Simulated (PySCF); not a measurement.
SMILES CC[CH2][Ga]([Cl])[CH2]CC, singlet, GFN2-xTB optimised geometry. Atoms within 1.6 Å of the plane z = 0.8 Å (x, y, z in Å): Ga1 (1.03, -0.71, 0.00), Cl2 (3.14, -0.71, 0.00), C3 (0.08, 1.13, 0.00), C4 (1.10, 2.27, 0.00), C5 (0.42, 3.64, 0.00), H6 (-0.57, 1.21, 0.88), H8 (1.74, 2.19, 0.88), H11 (1.17, 4.43, 0.00), H12 (-0.20, 3.76, 0.88), C13 (0.12, -2.58, 0.00), C14 (-1.41, -2.48, 0.01), C15 (-2.05, -3.87, 0.00), H16 (0.47, -3.14, 0.87), H18 (-1.73, -1.93, 0.90), H21 (-3.14, -3.78, 0.01), H22 (-1.74, -4.43, 0.88).

Method: PBE0/def2-SVP (PySCF 2.14.0).

Map of the log10 of the electron density (e/bohr³), floored at −4 on the plane z = 0.8 Å:

```
|                             |
|                             |
|             .::-:.          |
|           .:-==+=-.         |
|           :=+****=:         |
|          .-*%%%#*+-         |
|          .=*@@%#*=-.        |
|          .-*#%%#*+=:        |
|          .:=+*#%%#*=.       |
|          .-=+*#%@@#=:       |
|          :+*###%@%#=:       |
|         .-*%@%%##*+-:.      |
|         .-+%@%%*+====-:     |
|          :=*###**++**+=:    |
|          .-=+*##**##%#+=.   |
|         ::--+*#%###%@%*=:   |
|        :=++=+*#%###%@%*=:   |
|       :=*##*+*###*##%#+=.   |
|       :+#@@#*###*++**+=:    |
|      .-+#@@%#%%#+====-:     |
|     .-=+*%%##@@%+-:::.      |
|     :=+*###*#%@%+-.         |
|    .-+*#%%#*+*#*=:          |
|     -=*#%@%*==+=-.          |
|     :-=*%@%*-:::.           |
|      :-=*#*=:.              |
|       .:-==-.               |
|         ...                 |
|                             |
```
Scale: ten equal steps from -4.00 (start of ' ') to -0.554 (end of '@'), in the order ' .:-=+*#%@'; x runs from -6.50 to 6.50, y from -6.50 (bottom) to 6.50 (top).
